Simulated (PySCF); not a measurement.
A structure optimised at B3LYP-D3(BJ)/def2-TZVP, used in a PySCF frequency run:

```xyz
2

In     0.0000     0.0000    -0.2727
O      0.0000     0.0000     1.6703
```
Charge 0, spin multiplicity 2.

### Question
Write its SMILES, formula and point group.

### Answer
[O]=[In], InO, C∞v

### Question
What are its rotational constants (standard atomic weights)?

### Answer
9.5334 GHz (linear rotor, B only)
